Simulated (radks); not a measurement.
Er I, 68 electrons, occupied as [Kr] 4d10 4f12.25 5s2 5p5.75 6s2 (fractional occupations, a model configuration).

All-electron calculation, scalar-relativistic Kohn-Sham, PBE, spin-polarised, spherical densities, finite nucleus; open shells are filled with parallel spins first (spin-orbit coupling, left out, can overturn this in heavy ions); Fermi nuclear charge, rms radius 5.2516 fm. Program: a radial shooting solver on a logarithmic mesh with Libxc functionals.

Energy parts (hartree):
total: -13084.8431
kinetic: 14183.2580
electron-nucleus: -32112.3136
Hartree: 5121.8873
exchange-correlation: -277.6747

Orbitals (lengths in bohr, moments of r in powers of bohr; r(max) is where P^2 peaks):
| orbital | occ. | eigenvalue (hartree) | r(max) |
|---|---|---|---|
| 1s up | 1 | -2107.999 | 0.01286 |
| 1s down | 1 | -2107.998 | 0.01286 |
| 2s up | 1 | -354.1285 | 0.07324 |
| 2s down | 1 | -354.1275 | 0.07324 |
| 2p up | 3 | -313.2498 | 0.05956 |
| 2p down | 3 | -313.2488 | 0.05956 |
| 3s up | 1 | -79.33179 | 0.2072 |
| 3s down | 1 | -79.30440 | 0.2072 |
| 3p up | 3 | -66.89246 | 0.2039 |
| 3p down | 3 | -66.86504 | 0.2038 |
| 3d up | 5 | -51.31012 | 0.1664 |
| 3d down | 5 | -51.28911 | 0.1663 |
| 4s up | 1 | -15.64873 | 0.4739 |
| 4s down | 1 | -15.59075 | 0.4739 |
| 4p up | 3 | -11.55814 | 0.4954 |
| 4p down | 3 | -11.50098 | 0.4954 |
| 4d up | 5 | -6.07653 | 0.5119 |
| 4d down | 5 | -6.02000 | 0.5119 |
| 4f up | 7 | -0.11968 | 0.5099 |
| 4f down | 5.25 | -0.06892 | 0.5106 |
| 5s up | 1 | -1.91715 | 1.113 |
| 5s down | 1 | -1.88228 | 1.116 |
| 5p up | 3 | -0.98059 | 1.276 |
| 5p down | 2.75 | -0.95365 | 1.281 |
| 6s up | 1 | -0.14267 | 3.354 |
| 6s down | 1 | -0.14029 | 3.390 |

The highest occupied level is 4f down at -1.875 eV. Spin moment in Bohr magnetons: 2. Summed over all electrons, <r^2> = 75.20 bohr^2, which gives a Langevin (diamagnetic) susceptibility term of -59.6 x 10^-6 cm^3/mol. The density falls to 0.001 e/bohr^3 at r = 5.11 bohr. The spin density at the nucleus is 0.942 e/bohr^3 (1s -0.154, 2s -0.326, 3s -5.466, 4s 1.431, 5s 4.558, 6s 0.898). The electron density at the nucleus is 9.197e+05 e/bohr^3 (large components only).
